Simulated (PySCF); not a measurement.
C6H8Si2 (triplet state).
Bonds: Si1–Si2, Si2–C3, C3–C4 (aromatic), C4–C5 (aromatic), C5–C6 (aromatic), C6–C7 (aromatic), C7–C8 (aromatic), C3–C8 (aromatic). Hydrogens: H9, H10, H11 on Si1; H12 on C4; H13 on C5; H14 on C6; H15 on C7; H16 on C8.

The geometry is computed with GFN2-xTB (gas phase). This method treats the open shell by occupation alone, without spin polarisation.

Give the optimised bond lengths and angles.

```
                    bond  length (Å)
                 Si1–Si2       2.280
                  Si2–C3       1.867
            C3–C4, C3–C8       1.403
            C4–C5, C7–C8       1.378
            C5–C6, C6–C7       1.388
Si1–H9, Si1–H10, Si1–H11       1.469
          C4–H12, C8–H16       1.082
          C5–H13, C7–H15       1.081
                  C6–H14       1.080
```

Bonds in one row agree within 0.01 Å and their mean is given. A selection of angles:
```
      angle  degrees
 Si2–Si1–H9    115.6
Si2–Si1–H10    105.0
 H9–Si1–H10    107.8
 H9–Si1–H11    105.0
 Si1–Si2–C3    124.6
  Si2–C3–C4    123.0
  Si2–C3–C8    119.3
   C4–C3–C8    117.7
   C3–C4–C5    121.1
  C3–C4–H12    119.0
  C5–C4–H12    119.9
   C4–C5–C6    120.3
  C4–C5–H13    119.9
  C6–C5–H13    119.8
   C5–C6–C7    119.4
  C5–C6–H14    120.3
```

Dihedral angles: Si1–Si2–C3–C4 180° (antiperiplanar).

The 6 C–C bonds span 1.378 Å (C4–C5, aromatic) to 1.403 Å (C3–C8, aromatic), a spread of 0.025 Å. C4 (carbon bonded to 2 C and H) is planar (angles 121.1°, 119.9° and 119.0°, sum 360.0°, 0.00 Å off the plane of its three neighbours). C5 (carbon bonded to 2 C and H) is planar (angles 120.3°, 119.9° and 119.8°, sum 360.0°, 0.00 Å off the plane of its three neighbours). The 6-membered ring C3–C4–C5–C6–C7–C8 has internal angles of 117.7° to 121.1°; it is planar, 0.00 Å rms from its mean plane, widest ring torsion 0°. Si2 (silicon bonded to C and Si) is bent (angle 124.6°). C6 (carbon bonded to 2 C and H) is planar (angles 120.3°, 120.2° and 119.4°, sum 360.0°, 0.00 Å off the plane of its three neighbours). Si1 (silicon bonded to Si and 3 H) is distorted tetrahedral (angles from 105.0° to 115.6°).

GFN2-xTB frequencies: not computed here. This triplet need not be the ground state; the singlet was not compared here.

One conformer stands for the species.
